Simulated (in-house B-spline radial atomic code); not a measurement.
The numbers below are computed, except where a source is named.
Making a Troullier-Martins p channel for B, r_c = 2.64 bohr

B, [He] 2s2 2p1, non-relativistic LDA (VWN5), spherical and spin-unpolarised, from an all-electron radial atomic-structure program (B-spline basis) (atomic units). The all-electron 2p level is ε = -0.136603 hartree and its outer maximum at 1.56 bohr.

Inside r_c the pseudo-orbital is u(r) = r^2 exp(p(r)), with p = c0 + c2 r² + c4 r⁴ + … + c12 r¹². The seven coefficients follow from p and its first four derivatives at r_c, from zero curvature of the screened potential at the origin, c4 = −c2²/(2l + 5), and from the norm inside r_c. At r_c the all-electron orbital has P = 0.506806, P' = -0.1609959, the screened potential V = -0.302864, V' = 0.2264339, V'' = -0.2471119, and the norm inside is Q = 0.6829744.

Task: What are p, p' and p'' at r_c?

Result: p = ln(P/r_c^2) = ln(0.506806/6.9696) = -2.62118. p' = P'/P − 2/r_c = -0.31767 − 0.75758 = -1.07524. The radial equation gives p'' = 2(V − ε) − 2(2) p'/r_c − p'² = -0.33252 − (-1.62916) − 1.15615 = 0.14049. Differentiating, p''' = 2V' + 2(2)p'/r_c² − 2(2)p''/r_c − 2p'p'' = -0.074981, and p'''' = 2V'' − 4(2)p'/r_c³ + 4(2)p''/r_c² − 2(2)p'''/r_c − 2p''² − 2p'p''' = 0.047425.

For a trial c2 the five matching conditions are linear in c0, c6, c8, c10 and c12, and c2 is varied until the norm inside r_c equals Q. The root nearest zero gives:

```csv
n,c_n
0,-0.05235036
2,-0.53186
4,-0.04041073
6,0.02928112
8,-0.005022884
10,0.0003865334
12,-1.149027e-05
```

Task: Check c4 and p(r_c), and find the screened pseudopotential at the origin.

Result: −c2²/7 = -0.0404107, as listed. The terms c_n r_c^n are -0.05235, -3.70685, -1.96296, 9.91314, -11.85181, 6.35662, -1.31697, which sum to -2.62118. Inverting the radial equation, V_l(r) = ε + 2 p'/r + (p'' + p'²)/2, so V_l(0) = ε + (2l + 3) c2 = -0.136603 + 5 × (-0.53186) = -2.7959 hartree, finite where the all-electron potential diverges.

Orbitals and screened potentials:

| r (bohr) | P | u | V all-electron | V pseudo |
| --- | --- | --- | --- | --- |
| 0.264 | 0.1342 | 0.06372 | -12.8 | -2.791 |
| 0.66 | 0.4072 | 0.3261 | -3.425 | -2.644 |
| 1.056 | 0.5671 | 0.5751 | -1.627 | -2.068 |
| 1.452 | 0.6229 | 0.6589 | -0.9454 | -1.182 |
| 1.848 | 0.6124 | 0.6266 | -0.6052 | -0.5231 |
| 2.244 | 0.5672 | 0.5682 | -0.4165 | -0.344 |
| 2.64 | 0.5068 | 0.5068 | -0.3029 | -0.3029 |

Logarithmic derivatives P'/P at R = 2.94 bohr, for energies E around ε:

```csv
E − ε (hartree),all-electron,pseudo
-0.5,0.920456,0.929071
-0.25,0.542704,0.549601
-0.1,0.147069,0.150044
0,-0.355993,-0.355993
0.1,-1.72721,-1.69254
0.25,5.27794,6.35932
0.5,1.18799,1.36296
```
